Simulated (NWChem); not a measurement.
# BHOCl2; SMILES OB(Cl)Cl

```xyz
5

B      0.3652     0.0163     0.0000
Cl    -0.5261    -1.5087     0.0000
Cl    -0.5064     1.5343     0.0000
O      1.7033     0.0404     0.0000
H      2.1002    -0.8383     0.0000
```
Atoms are numbered in this order, from 1.

All runs: NWChem. Structure relaxed at the PBE0/def2-SVP level.

Question: Order these by “dipole (D)”, lowest first: KT2/def2-SVP; LC-wPBE (HJS exchange hole, range parameter 0.4 per bohr)/def2-SVP; B3LYP/def2-SVP; B97-2/def2-SVP.

Answer: KT2/def2-SVP (1.88), B3LYP/def2-SVP (1.93), B97-2/def2-SVP (1.98), LC-wPBE (HJS exchange hole, range parameter 0.4 per bohr)/def2-SVP (2.08)
